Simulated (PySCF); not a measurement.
Geometries of 3 isomers of C4H8OSi, from PySCF 2.14.0, PBE0-D3(BJ)/def2-SVP geometry optimisation, gas phase. One conformer each, no zero-point energy, no frequencies.

Question: Which is lowest in electronic energy at this level?
A.
```xyz
14
angstrom
C      2.239    0.830    0.175
C      1.143    0.148    0.461
C      0.453   -1.145    0.546
C     -0.267    0.171    0.838
O     -1.198    0.675   -0.056
Si    -2.776    0.123   -0.097
H      2.247    1.923    0.212
H      3.165    0.324   -0.116
H      0.655   -1.830    1.378
H      0.209   -1.640   -0.402
H     -0.500    0.368    1.896
H     -3.424    0.294    1.241
H     -2.829   -1.324   -0.470
H     -3.475    0.945   -1.120
```
B.
```xyz
14
angstrom
Si     2.758   -0.223    0.273
O      1.131   -0.272   -0.122
C      0.209    0.662    0.220
C     -1.086    0.500   -0.001
C     -2.441    1.036    0.105
C     -2.170   -0.338   -0.501
H      2.940   -0.209    1.756
H      3.356   -1.449   -0.315
H      3.398    1.000   -0.300
H      0.587    1.582    0.688
H     -2.920    1.078    1.090
H     -2.746    1.841   -0.573
H     -2.289   -0.455   -1.584
H     -2.459   -1.223    0.078
```
C.
```xyz
14
angstrom
C      2.250    1.048   -0.157
C      1.707   -0.143    0.115
C      0.276   -0.431    0.019
C     -0.233   -1.646    0.299
O     -0.471    0.628   -0.372
Si    -2.133    0.665   -0.615
H      1.623    1.885   -0.472
H      3.327    1.213   -0.070
H      2.334   -0.982    0.431
H     -1.301   -1.869    0.231
H      0.431   -2.453    0.609
H     -2.855    0.349    0.653
H     -2.427    2.053   -1.054
H     -2.528   -0.318   -1.667
```

Answer: C. That is `C=CC(=C)O[SiH3]`, 17.6 kcal/mol below the next.

```tsv
SMILES	atoms numbered as above	E (Eh)	relative (kcal/mol)	relative (kJ/mol)	dipole (D)
C=CC(=C)O[SiH3]	[CH2:1]=[CH:2][C:3](=[CH2:4])[O:5][SiH3:6]	-521.28718	0.0	0.0	0.48
[SiH3]OC=C1CC1	[SiH3:1][O:2][CH:3]=[C:4]1[CH2:5][CH2:6]1	-521.25915	17.6	73.6	0.76
C=C1C[C@@H]1O[SiH3]	[CH2:1]=[C:2]1[CH2:3][C@@H:4]1[O:5][SiH3:6]	-521.25235	21.9	91.4	1.03
```

As drawn, the highest has a three-membered ring, which the lowest lacks.
